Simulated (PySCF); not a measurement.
C2H9ClSi3, SMILES Cl[Si@H]1[SiH2]C[Si@H]1C. Atoms are numbered in the order given.

```xyz
15

C     -2.1486    -1.0705     0.6129
Si    -1.2460    -0.4067    -0.8986
C      0.0953    -1.6284    -1.5051
Si     1.5170    -1.1233    -0.3308
Si     0.4997     1.0057    -0.1665
Cl     0.3073     1.9005     1.7127
H     -1.4338    -1.3746     1.3942
H     -2.8044    -0.2976     1.0437
H     -2.7692    -1.9443     0.3548
H     -2.2176     0.0251    -1.9537
H      0.3828    -1.3675    -2.5403
H     -0.1831    -2.6961    -1.4959
H      1.4125    -1.8505     0.9727
H      2.8997    -1.3034    -0.8738
H      1.0193     2.0332    -1.1205
```
Charge 0, spin multiplicity 1.

Geometry: r2SCAN-D4/def2-SVP. The structure was generated by enumeration; whether it is a known compound was not checked.

These are TDA-CAM-B3LYP/def2-SVPD in PySCF 2.14.0 values and carry that method's errors.

Vertical excitations. Isolated molecule, no solvent.

```csv
state,energy (eV),λ (nm),f,main pairs
S1,4.96,250,0.003,HOMO→LUMO 96 %
S2,5.97,208,0.129,HOMO→LUMO+1 86 %
S3,6.15,202,0.029,HOMO−1→LUMO 95 %
S4,6.46,192,0.026,"HOMO→LUMO+2 61 %, HOMO→LUMO+4 22 %"
S5,6.67,186,0.018,HOMO−2→LUMO 91 %
S6,6.80,182,0.181,"HOMO→LUMO+3 58 %, HOMO→LUMO+2 21 %"
T1,4.36,285,0,HOMO→LUMO 93 %
T2,5.27,235,0,HOMO→LUMO+1 85 %
```
Triplets are in the Tamm–Dancoff approximation.
